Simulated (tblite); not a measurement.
Question: What does the GFN2-xTB structure of InChI=1S/C5H6F4O/c1-3(2-4(6)10)5(7,8)9/h3H,2H2,1H3/t3-/m1/s1 look like in three dimensions?

Answer: 
```xyz
16
C5H6F4O angstrom
C     -0.2852    0.4649   -1.4159
C     -0.3768    0.2746    0.0968
C      0.8442   -0.4762    0.6508
C      2.1028    0.3132    0.4712
O      3.1323   -0.0022   -0.0027
F      1.9558    1.5731    0.9741
C     -1.6373   -0.5139    0.4393
F     -1.6425   -1.7351   -0.1130
F     -1.7755   -0.6951    1.7627
F     -2.7480    0.1041    0.0205
H      0.5870    1.0644   -1.6619
H     -1.1713    0.9733   -1.7883
H     -0.1991   -0.4968   -1.9170
H     -0.4734    1.2455    0.5947
H      0.9645   -1.4396    0.1521
H      0.7150   -0.6452    1.7251
```

Any rigid rotation of these coordinates is as good. Atoms count from 1 in this order. The 4 C–C bonds span 1.496 Å (C3–C4, drawn single) to 1.537 Å (C2–C3, drawn single), a spread of 0.041 Å. The 4 C–F bonds span 1.338 Å (C7–F10, drawn single) to 1.365 Å (C4–F6, drawn single), a spread of 0.027 Å. Of the pairs four or more bonds apart, F6···H14 is among the closest relative to their van der Waals radii: 2.48 Å, 93 % of the sum of Bondi's values.

Bonds between heavy atoms (Å): C1–C2 1.527, C2–C3 1.537, C3–C4 1.496, C4=O5 1.176, C4–F6 1.365, C2–C7 1.526, C7–F8 1.340, C7–F9 1.343, C7–F10 1.338.

The geometry is computed with GFN2-xTB (gas phase).

Point group: C1 (no symmetry element, even within 0.4 Å). Its GFN2-xTB frequencies are all real (lowest 32 cm⁻¹). One conformer, not necessarily the lowest (C1–C2–C3–C4 65°, C2–C3–C4–O5 -129°). 3 starts were optimised and ended at 0.00, 0.07 and 1.30 kcal/mol (GFN2-xTB); the lowest of these is shown.
